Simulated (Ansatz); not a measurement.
`CB(C)BN` + `[NH2][GeH3]` → `C[NH][GeH3]` + `CBBN`  (substitution at a C–B bond)

Isolated molecules relaxed with PBE0-D4/def2-TZVP in Ansatz; ΔE leaves out vibrations. CCSD(T)/CBS adds triple-zeta CCSD(T) − MP2 to the extrapolated MP2 energy (def2 sets, frozen cores). Functionals use def2-TZVPP. For Ge outer-core shells are correlated without core-valence functions, which leaves a few kJ/mol of doubt a bond. Scalar relativity is left out up to krypton. One conformer a species, not always the lowest.

Question: Is it downhill or uphill in electronic energy at CCSD(T)/CBS, and by how much? (Best estimate.)

Answer: Ansatz gave: Uphill: ΔE = +88.0 kJ/mol.

Question: What do these levels give: ωB97X-V, r2SCAN, HF/def2-TZVPP, HF/def2-QZVPP, MP2/def2-QZVPP, HF/CBS(def2)? (An estimate is asked.)

Answer: The calculation gave: ωB97X-V 84.2, r2SCAN 90.7, HF/def2-TZVPP 77.7, HF/def2-QZVPP 77.6, MP2/def2-QZVPP 90.8, HF/CBS(def2) 77.6 kJ/mol.

Largest T1 diagnostic among the species: 0.012.

In def2-TZVPP, CCSD(T) changes the Hartree–Fock value by +9.2 kJ/mol (the triples alone add +1.0 kJ/mol) and MP2 by +12.5 kJ/mol.
